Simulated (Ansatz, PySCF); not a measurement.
System: sum formula SiH2Br2, charge 0, multiplicity 1. 
Structure (B3LYP-D3(BJ)/def2-TZVP (Ansatz, a program for electronic structure) minimum search):
```xyz
5

Si     0.0001    -1.0070     0.0278
Br    -1.8283     0.2549     0.0509
Br     1.8283     0.2520    -0.0649
H      0.0389    -1.7887     1.2729
H     -0.0386    -1.8561    -1.1724
```

Wanted: vertical ionisation energy (to the doublet state of charge +1; each state is the SCF solution reached for its spin; for the doublet the Hartree-Fock reference is unstable and T1 is 0.018), in eV. Correlated levels leave the core frozen unless marked. UHF or UKS for open shells. Spin-orbit coupling is left out. Frozen are the shells of the preceding noble gas and the d and f shells that filled before the atom's block. Non-relativistic.  The program attaches cautions to a run behind CCSD/def2-SVPD: other roots. The program attaches cautions to a run behind CCSD(T)/def2-QZVPPD: other roots.

```csv
level,program,vertical ionisation energy (eV)
RI-HF/def2-QZVPPD,Ansatz,10.28
SVWN5/def2-TZVPD,Ansatz,10.33
r2SCAN/def2-TZVPD,Ansatz,10.46
B3LYP/def2-TZVPD,Ansatz,10.59
CAM-B3LYP/def2-TZVPD,Ansatz,10.94
B2PLYP/def2-TZVPD,Ansatz,10.80
RI-MP2/def2-TZVPPD,Ansatz,11.25
CCSD/def2-SVPD,Ansatz,10.91
CCSD(T)/def2-QZVPPD,Ansatz,11.07
```

For comparison, minus the highest occupied orbital energy (PySCF): 9.82 eV at M06-2X/def2-TZVPD, 7.70 eV at r2SCAN/def2-TZVPD.
